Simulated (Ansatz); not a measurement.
Ansatz results at the PBE0-D4/def2-TZVP geometry: HOMO energy (ωB97M-V/def2-TZVPP) -9.40 eV; HOMO energy (B3LYP/def2-TZVPP) -6.83 eV; LUMO energy (PBE/def2-TZVPP) -0.04 eV.

Each molecule was computed in one conformer, which needn't be the lowest.

Question: Which molecule gave them?
A. `O/C=C(\Cl)[SiH2]O`
B. `O[C@@H]1C[C@@H]1O`
C. `N[Si]1(F)C=N1`
D. `O=C1SB1S`

Answer: B. The others give `O/C=C(\Cl)[SiH2]O`: -9.22, -6.82, -1.26; `O=C1SB1S`: -9.14, -6.91, -3.87; `N[Si]1(F)C=N1`: -8.66, -6.20, -2.00.

B3LYP here is the variant with VWN-RPA as its local correlation; programs differ in this.
